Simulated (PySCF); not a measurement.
**Correlation energy of Ar+ (argon, charge +1)**

[Ne] 3s2 3p5, 2P determinant. Calculation: PySCF 2.14, in x2c-TZVPall (5s5p2d1f, 37 functions); scalar relativity by spin-free X2C-1e. Frozen: [Ne]; 7 electrons correlated.

MP2 pair energies summed by pair of shells (mhartree):

```csv
pair,energy,share (%)
3p-3p,-103.36,63.6
3s-3p,-50.35,31.0
3s-3s,-8.73,5.4
```

Total MP2 correlation energy: -162.44 mhartree.

Same-spin part -37.83 and opposite-spin part -124.61 mhartree; SCS-MP2 scales them by 1/3 and 6/5 to -162.15 mhartree.

```tsv
level	correlation energy (mhartree)
CCSD	-188.10
(T)	-5.25
CCSD(T)	-193.35
```

Diagnostics: T1 = 0.0063, D1 = 0.0217, largest double amplitude 0.054.

Task: Is a single reference adequate?

Result: Yes: T1 lies below 0.03 and no double amplitude reaches 0.07.
